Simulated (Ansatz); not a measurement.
Cost and result for the atomization energy of CH6InNO (`C[O][InH][NH2]`) (10 atoms, 9 bonds).

```xyz
10

C     1.093   -1.256   -0.296
O     0.824   -0.204   -1.178
In   -0.472    1.234   -0.719
N    -1.171    0.961    1.144
H     0.213   -1.891   -0.108
H     1.867   -1.898   -0.731
H     1.465   -0.913    0.681
H    -0.716    2.493   -1.822
H    -1.096    0.049    1.568
H    -2.007    1.425    1.460
```

The species carries charge 0 and has multiplicity 1. Correlated methods include outer-core shells of In, which these sets cover unevenly. In takes the def2 core potential. The structure was optimised at the PBE0-D4/def2-TZVP level. It is one conformer, not always the lowest. Program: Ansatz. All runs use 4 threads of an AMD EPYC 9R45 on a shared host. Times are those of one run each, without the atoms' runs, and a repeat can differ threefold. Electronic energies, without spin–orbit coupling; frozen cores. CCSD(T)/CBS adds CCSD(T) − MP2 in def2-TZVPP to the MP2 limit, and its time is that of the two runs behind it. T1 = 0.016. With those shells the extrapolation isn't a true limit. B3LYP takes the VWN-RPA correlation (the form of Gaussian; ORCA's B3LYP/G).

CCSD(T)/CBS is a level of theory with its own doubt, some kJ/mol a heavy atom from the limit and from the frozen cores, so smaller differences don't rank the functionals.

| level | functions | wall time | atomization (kcal/mol) | difference from CCSD(T)/CBS | per bond |
| --- | --- | --- | --- | --- | --- |
| LDA (SPW92)/def2-TZVPP | 227 | 0.5 s | 888.9 | 115.1 | 12.8 |
| revPBE-D4/def2-TZVPP | 227 | 0.75 s | 759.7 | -14.1 | -1.6 |
| CAM-B3LYP-D4/def2-TZVPP | 227 | 1.2 s | 773.5 | -0.3 | 0.0 |
| r2SCAN-D4/def2-TZVPP (with forces) | 227 | 1.5 s | 766.9 | -6.9 | -0.8 |
| B3LYP-D4/def2-TZVPP (with forces) | 227 | 1.6 s | 766.8 | -7.0 | -0.8 |
| PBE-QIDH/def2-TZVPP | 227 | 1.9 s | 757.2 | -16.6 | -1.8 |
| CCSD(T)/def2-SVP | 98 | 2.2 s | 715.2 | -58.6 | -6.5 |
| ωB97X-V/def2-TZVPP | 227 | 2.5 s | 773.4 | -0.4 | 0.0 |
| B97M-V/def2-TZVPP | 227 | 2.5 s | 768.6 | -5.2 | -0.6 |
| ωB97M-V/def2-TZVPP (with forces) | 227 | 3.4 s | 771.5 | -2.3 | -0.2 |
| MP2/def2-QZVPP | 433 | 6 s | 771.4 | -2.4 | -0.3 |
| CCSD(T)/def2-TZVPP | 227 | 40 s | 749.2 | -24.6 | -2.7 |
| CCSD(T)/CBS(def2) | – | 46 s | 773.8 | 0.0 | 0.0 |

From BLYP to BHLYP (50 % exact exchange), in def2-TZVPP and without D4, the atomization energy moves by −25.8 kcal/mol: exact exchange takes away binding that semilocal exchange gives to molecules. The D4 term adds +6.3 kcal/mol with B3LYP and +3.3 kcal/mol with PBE0; it sums over pairs of atoms, weighted by their polarisabilities, and B3LYP, whose exchange is more repulsive, gets the larger term. At CCSD(T), def2-SVP lies −58.6 kcal/mol from the extrapolated value and def2-TZVPP −24.6 kcal/mol: correlation converges slowly with the basis, and small sets miss more of it in the bonded molecule than in its fragments.

Spin–orbit coupling would lower the free In atoms strongly, and the atomization energy with them, by more than many differences here.
